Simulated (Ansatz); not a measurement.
Molecule (SMILES): [F][Ge] (F-Ge), doublet.
Atoms: Ge1, F2. Bonds: Ge1-F2.

Basis-set convergence of the highest harmonic wavenumber at CCSD(T) with Ansatz (a program for electronic structure). Each level at its own minimum, finite differences of forces, unscaled; the reference is a large set that could be run, not a limit. All functions are spherical. Cores are frozen (with 3d on Ga to Br). Open shells are unrestricted. No added dispersion term, no relativity. Reference: the value in aug-cc-pVTZ, 659 cm⁻¹, itself unsure by roughly 6 cm⁻¹ (its distance from def2-TZVPPD). Deviations are taken from unrounded values.

```json
[
 {"basis": "cc-pVDZ", "functions": "41", "highest harmonic wavenumber (cm⁻¹)": "683"},
 {"basis": "aug-cc-pVDZ", "functions": "59", "highest harmonic wavenumber (cm⁻¹)": "644"},
 {"basis": "cc-pVTZ", "functions": "73", "highest harmonic wavenumber (cm⁻¹)": "680"},
 {"basis": "aug-cc-pVTZ", "functions": "105", "highest harmonic wavenumber (cm⁻¹)": "659"},
 {"basis": "def2-TZVPP", "functions": "79", "highest harmonic wavenumber (cm⁻¹)": "678"},
 {"basis": "def2-TZVPPD", "functions": "94", "highest harmonic wavenumber (cm⁻¹)": "665"}
]
```

What the diffuse functions change, pair by pair:
- cc-pVDZ to aug-cc-pVDZ: 18 more functions, deviation 24 to -15 cm⁻¹
- cc-pVTZ to aug-cc-pVTZ: 32 more functions, deviation 20 to 0 cm⁻¹
- def2-TZVPP to def2-TZVPPD: 15 more functions, deviation 19 to 6 cm⁻¹

Leaving out the reference's own pair, they bring the value nearer the reference by more than 6 cm⁻¹ in 2 of 2 pairs.
